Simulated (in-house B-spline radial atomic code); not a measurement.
The numbers below are computed, except where a source is named.
# S in an electron gas of r_s = 2.67: phase shifts, screening, friction and resistivity

A nucleus sits in a uniform electron gas with a rigid positive background. The Kohn-Sham equations are solved self-consistently in the spin-unpolarised LDA (PW92), non-relativistic, on B-splines with outgoing waves at the boundary and partial waves to l = 8. The model has no lattice, no bands and no magnetic solution. Atomic units; δ_l are the phase shifts at the Fermi level, counted so that each bound state adds π, and good to about 0.0005.

The density parameter is r_s = 2.67 bohr, near that of the valence electrons of Cu (1 per atom, density 8.96 g/cm³, mass 63.55 u, which gives r_s = 2.67).

```
l  δ_l (rad)
0     7.9299
1     5.2855
2     0.2353
3     0.0223
4     0.0019
5     0.0004
6     0.0001
7     0.0002
8     0.0002
```

Bound levels below the band bottom (hartree): s -87.34, s -7.284, p -5.332, s -0.308.

Q: Check the Friedel sum rule, and say where the screening charge sits.

A: k_F = (9π/4)^(1/3)/r_s = 0.71879. The rule is Z = (2/π) Σ (2l + 1) δ_l. The terms are s 5.048, p 10.095, d 0.749, f 0.099 and 0.019 beyond, in all 16.010 against Z = 16. Bound states hold 6 s, 6 p, 0 d electrons, so the scattering states carry 4.01 in all; where a term is smaller than its bound count, the bound level has drawn weight out of the band.

Q: Find the transport cross section and the electronic stopping of a 1 keV S ion (mass 32.06 u).

A: σ_tr = (4π/k_F²) Σ (l + 1) sin²(δ_l − δ_(l+1)). The terms for l = 0 to 3 are 0.2275, 1.7803, 0.1341, 0.0017, all together 2.1435, so σ_tr = 24.323 × 2.1435 = 52.137 bohr². With n = 3/(4π r_s³) = 0.01254, the friction coefficient is Q = n k_F σ_tr = 0.4700. For v well below v_F = 0.719, dE/dx = Q v; with 24801 eV per u at v = 1, v = √(1000/(24801 × 32.06)) = 0.0355, so dE/dx = 0.01667 hartree/bohr = 8.57 eV/nm. The largest term couples the p and d waves.

Q: What residual resistivity would 1 atomic per cent of such centres give in Cu?

A: Δρ = k_F n_i σ_tr/n in atomic units of 21.74 μΩ·cm. With one host atom per 1 electron, n_i/n = 0.01/1, so Δρ = 0.7188 × 0.01000 × 52.137 × 21.74 = 8.15 μΩ·cm. This is an atom added to the gas, as on an interstitial site.

Q: On a substitutional site the background of one host ion, a sphere holding 1 charge, is taken out. The phase shifts for l = 0 to 4 become 7.7950, 5.0612, 0.1002, 0.0108, 0.0012. What follows?

A: The Friedel sum is now 15.01, for Z − 1 = 15. The sum in σ_tr is 2.0605, so σ_tr = 50.12 bohr² and Δρ = 7.83 μΩ·cm per atomic per cent, 0.96 times the value above. A real host ion scatters too, so this model doesn't give zero even for the host's own atom.
